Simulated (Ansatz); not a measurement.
Two members of one family (GaAs nanocrystals, H-capped) that differ in charge, which shifts all levels, computed with Ansatz in the gas phase. Levels of anions in sets without diffuse functions are rough. The structures are stationary points that may keep the symmetry of their start.

First: Ga10As10H30, cut from zinc blende (singlet, charge 0, PBE-D4/def2-SVP geometry).

Cartesian coordinates in Å:
```
Ga 1.8778 1.8783 -1.7404
Ga -1.4475 4.2925 0.1249
Ga -0.7532 -0.8010 -2.9791
Ga -4.0872 1.6027 -1.1225
Ga 2.2085 2.9604 2.6226
Ga 2.3709 -1.9398 -0.8381
Ga 2.6998 -0.8750 3.5300
Ga -0.6300 0.1556 1.0010
Ga -3.5127 -2.8614 -0.0671
Ga -0.3760 -4.0086 2.0812
As 0.1897 3.7172 -1.7476
As 3.1469 2.6362 0.2705
As 0.6743 -0.1668 -1.0729
As -2.2576 1.9629 0.5455
As -2.5968 0.8793 -3.0644
As -2.1333 -2.7338 -2.2111
As 0.9878 0.7810 2.7662
As 3.6649 -1.4054 1.2267
As 1.1772 -3.9409 0.0565
As -1.7447 -2.0015 1.4810
H 2.7387 1.7758 -3.0576
H -0.5197 4.8565 1.2618
H -2.6193 5.0721 -0.5892
H -0.0132 -1.0304 -4.3520
H -4.6296 3.0261 -1.5365
H -4.9626 0.3279 -0.8388
H 1.2646 4.2072 2.4677
H 3.4611 2.8577 3.5782
H 3.2571 -2.2228 -2.1119
H 3.8357 -0.0660 4.2705
H 2.0902 -2.2479 3.9940
H -4.6820 -1.8433 -0.3227
H -3.6740 -4.4049 0.2206
H 0.5943 -3.7741 3.2946
H -1.2851 -5.2782 1.8515
H 1.0131 4.9594 -2.0823
H -0.5151 3.6193 -3.0980
H 3.7981 3.9403 -0.1849
H 4.4289 1.8082 0.2840
H -3.0027 2.0783 1.8758
H -2.0217 2.0821 -3.8073
H -3.4809 0.3878 -4.2097
H -3.0444 -3.0221 -3.4023
H -1.2463 -3.9641 -2.3823
H 0.0881 0.9561 3.9906
H 4.7080 -0.3751 0.8025
H 4.6369 -2.5776 1.3567
H 2.2911 -4.9666 0.2544
H 0.5451 -4.6180 -1.1566
H -2.5134 -1.6954 2.7667
```

| level | HOMO (eV) | LUMO (eV) | gap (eV) |
| --- | --- | --- | --- |
| PBE-D4/def2-SVP | -5.98 | -2.32 | 3.66 |
| PBE-D4/def2-TZVP | -6.04 | -2.42 | 3.62 |
| PBE0-D4/def2-SVP | -6.99 | -1.65 | 5.34 |
| PBE0-D4/def2-TZVP | -7.01 | -1.73 | 5.28 |

Second: Ga12As11H32⁻, cut from zinc blende (singlet, charge -1, PBE-D4/def2-SVP geometry).

Cartesian coordinates in Å:
```
As 0.273 4.395 -1.398
As 0.998 -1.385 -4.205
As 2.569 -3.017 -0.455
As 1.848 3.210 2.020
As 2.926 -0.351 2.392
As 1.609 0.741 -1.102
As -2.242 1.439 -1.538
As -1.194 -2.243 -1.035
As -0.936 0.501 2.076
As 0.296 -3.204 2.488
As -3.805 -2.143 1.855
Ga 1.598 0.972 -3.571
Ga 2.170 3.041 -0.399
Ga -2.089 3.880 -2.110
Ga 3.317 -0.639 -0.034
Ga -1.065 -2.644 -3.489
Ga 0.256 -3.847 0.063
Ga 3.629 1.926 3.219
Ga -0.611 2.960 2.387
Ga 0.679 -0.837 3.311
Ga -0.598 0.030 -0.292
Ga -3.572 -2.815 -0.558
Ga -3.280 0.132 2.810
H 0.178 5.659 -0.543
H 0.897 5.074 -2.620
H 1.098 -1.536 -5.726
H 2.228 -2.237 -3.891
H 3.592 -3.965 0.175
H 2.858 -3.393 -1.908
H 2.186 4.681 2.280
H 3.863 -1.355 3.072
H -2.534 0.661 -2.816
H -3.574 1.186 -0.842
H 1.292 -4.134 3.186
H -0.961 -3.800 3.122
H -3.127 -3.211 2.713
H -5.233 -2.503 2.277
H 3.033 1.310 -4.148
H 0.318 1.848 -3.923
H 3.513 3.571 -1.049
H -2.127 3.995 -3.687
H -3.060 4.659 -1.139
H 4.827 -0.500 -0.482
H -0.800 -4.184 -3.766
H -2.240 -1.848 -4.196
H 0.122 -5.408 -0.145
H 5.043 2.275 2.591
H 3.369 1.956 4.784
H -1.019 3.374 3.862
H -1.305 3.641 1.121
H 0.640 -0.863 4.891
H -4.495 -1.786 -1.334
H -3.777 -4.384 -0.664
H -4.226 1.098 1.978
H -3.356 0.020 4.389
```

Q: Estimate the same table for the second.

A: 
```tsv
level	HOMO (eV)	LUMO (eV)	gap (eV)
PBE-D4/def2-SVP	-3.25	0.28	3.53
PBE-D4/def2-TZVP	-3.33	0.17	3.50
PBE0-D4/def2-SVP	-4.20	0.96	5.17
PBE0-D4/def2-TZVP	-4.24	0.87	5.11
```
